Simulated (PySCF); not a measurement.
Working with the constants of SI

UHF-CCSD(T) constants of SI, ²Π (doublet), unpaired electrons π ↑ (basis S def2-SVP, I def2-SVP with ECP28; scalar-relativistic core potentials; PySCF 2.14; masses 31.9721 and 126.9045 u):

```
ωe          : 360.1 cm⁻¹
ωexe        : 1.27 cm⁻¹
Be          : 0.11603 cm⁻¹
αe          : 0.000575 cm⁻¹
De to S + I : 1.66 eV
```

**Question.** What force constant and bond length do these constants imply?

**Answer.** Reduced mass μred = 25.538 u; k = 5.8918×10⁻⁷·μred·ωe² (u, cm⁻¹, mdyn/Å) = 1.95 mdyn/Å; Re = √(16.8576/(μred·Be)) (u, cm⁻¹, Å) = 2.385 Å.

**Question.** Estimate the centrifugal constant D from the Kratzer relation and find the Dunham coefficient a1.

**Answer.** D = 4Be³/ωe² = 4.82e-08 cm⁻¹; a1 = −1 − αeωe/(6Be²) = -3.56.

Correlated steps freeze 9 core orbitals. Correlated levels converge slowly with the basis: in double zeta they bind strong bonds too weakly, by up to about 1 eV, and carry superposition errors of some tenths. These are scalar-relativistic numbers at best; spin–orbit coupling would shift them, the dissociation energy most. The state is the lowest determinant that a PBE0 search found; another state may lie lower at other levels.
